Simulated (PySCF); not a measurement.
This PySCF input asks for the NMR shieldings of SMILES CS[SiH2]S/C=C\C(F)(F)F, C4H7F3S2Si; the geometry comes from GFN2-xTB.

```python
import basis_set_exchange as bse
import numpy as np
from pyscf import gto, dft
from pyscf.prop import nmr

atoms = """
C     3.801603   -0.668389    0.043311
S     1.998642   -0.781793    0.237931
Si    1.506894    1.267413   -0.103982
S    -0.616919    1.564870    0.149412
C    -1.286219   -0.025860   -0.072132
C    -2.589430   -0.299093   -0.060843
C    -3.651508    0.731868    0.136749
F    -3.629154    1.708056   -0.789674
F    -3.581582    1.349076    1.330414
F    -4.876877    0.185051    0.071080
H     4.040506   -0.320968   -0.956075
H     4.208042    0.005488    0.789816
H     4.191875   -1.669319    0.193784
H     1.870413    1.625624   -1.469653
H     2.133130    2.115624    0.896466
H    -0.572274   -0.821903   -0.213046
H    -2.954140   -1.304254   -0.193469
"""
names = dict.fromkeys(["C", "S", "Si", "F", "H"], "pcSseg-1")
basis = {el: gto.basis.parse(bse.get_basis(n, elements=[el], fmt="nwchem")) for el, n in names.items()}
mol = gto.M(atom=atoms, basis=basis, charge=0, verbose=0)
mf = dft.RKS(mol, xc="PBE0")
mf.grids.level = 2
mf.grids.alignment = dft.numint.BLKSIZE   # the property module wants whole blocks of grid points
mf.conv_tol = 1e-9
mf.kernel()

calc = nmr.RKS(mf)   # GIAO
C = mf.mo_coeff
Co = C[:, mf.mo_occ > 0]
resp = mf.gen_response(singlet=True, hermi=2)
def vind(x):   # induced exchange potential for any number of trial vectors
    d = np.einsum("pi,xij,qj->xpq", C, 2 * x.reshape(-1, C.shape[1], Co.shape[1]), Co, optimize=True)
    return np.einsum("xpq,pi,qj->xij", resp(d - d.transpose(0, 2, 1)), C, Co, optimize=True).ravel()
mo1, _ = nmr.rhf.solve_mo1(calc, with_cphf=vind)
sigma = calc.kernel(mo1)
for i, s in enumerate(sigma):   # ppm
    print("%2d %-2s %9.2f" % (i, mol.atom_pure_symbol(i), np.trace(s) / 3))
```

**Question.** Give the expected output.

**Answer.** 
```
 0 C     174.99
 1 S     725.45
 2 Si    357.67
 3 S     578.39
 4 C      44.07
 5 C      60.55
 6 C      54.86
 7 F     247.24
 8 F     245.74
 9 F     248.48
10 H      29.71
11 H      29.60
12 H      29.33
13 H      26.06
14 H      26.40
15 H      25.02
16 H      25.67
```

These numbers come from an equivalent density-fitted implementation of the same equations, which agrees with the script to about 0.01 ppm for H and up to a few tenths of a ppm for heavy atoms, so last digits may differ.

**Question.** Turn these shieldings into chemical shifts. Scale: TMS for 13C (186.93 ppm) and 29Si (349.16 ppm) and 1H (31.72 ppm); 33S (503.73 ppm) vs CS2; 19F (170.95 ppm) against CFCl3 (reference shieldings calculated alike).

**Answer.** Averaging equivalent atoms: C 4: 142.9; C 6: 132.1; C 5: 126.4; C 0: 11.9; S 3: -75; S 1: -222; Si 2: -8.5; F 7/8/9: -76.2; H 15: 6.70; H 16: 6.05; H 13/14: 5.49; H 10/11/12: 2.17 ppm. Unscaled 19F shifts against computed CFCl3 carry errors that often reach 10 to 50 ppm.

Size and cost of the density-fitted run: 226 basis functions, 56 s wall time on 1 thread of an Arm Neoverse V1, shared host; peak memory 1 GiB.
